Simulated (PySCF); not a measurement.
Which basis set comes closest?

Molecule: `InChI=1S/C4H9ClF2Si/c1-8(2,3)4(5,6)7/h1-3H3`.

Bonds (- single, = double, # triple, : aromatic): C1-Si2, Si2-C3, Si2-C4, Si2-C5, C5-F6, C5-F7, C5-Cl8. C1 carries H9, H10, H11; C3 carries H12, H13, H14; C4 carries H15, H16, H17.

Geometry PBE0-D3(BJ)/def2-SVP throughout; GIAO in PySCF, gas phase, one conformer, non-relativistic; equivalent atoms averaged; functional PBE0.

Reference values (measured; G. Saielli, R. Bini, A. Bagno, Computational 19F NMR. 2. Organic compounds, RSC Adv. 2014, ESI (exp. from Berger-Braun-Kalinowski 1994 and Everett 1995)): δ(F6/F7) = -63.0 ppm vs CFCl3. Computed shifts are taken against CFCl3, calculated as an isolated molecule at each level.

Task: How do the basis sets STO-3G, pcSseg-0, 6-31G, 6-31G*, cc-pVDZ, def2-SVP, pcSseg-1, aug-cc-pVDZ, 6-311+G(2d,p), def2-TZVP perform against the reference? Times are CPU seconds on shared hosts with different chips, so compare them loosely.

Result: 
| basis set | functions | F6/F7 | abs. error F | core-s |
| --- | --- | --- | --- | --- |
| STO-3G | 57 | -56.4 | 6.6 | 6.4 |
| pcSseg-0 | 98 | -80.8 | 17.8 | 11 |
| 6-31G | 98 | -75.3 | 12.3 | 13 |
| 6-31G* | 138 | -69.9 | 6.9 | 19 |
| cc-pVDZ | 165 | -66.0 | 3.0 | 26 |
| def2-SVP | 165 | -63.8 | 0.8 | 22 |
| pcSseg-1 | 195 | -74.0 | 11.0 | 29 |
| aug-cc-pVDZ | 273 | -68.5 | 5.5 | 61 |
| 6-311+G(2d,p) | 286 | -74.7 | 11.7 | 57 |
| def2-TZVP | 314 | -72.4 | 9.4 | 72 |

For ¹⁹F the closest is def2-SVP (0.8 ppm) and the furthest pcSseg-0 (17.8 ppm). Where a smaller basis beats a larger one, errors probably cancel. One molecule is a small sample, and vibrational and solvent effects are absent from the calculation.

A small basis that lands close on one nucleus may do so by chance; judge by the trend and by all nuclei.
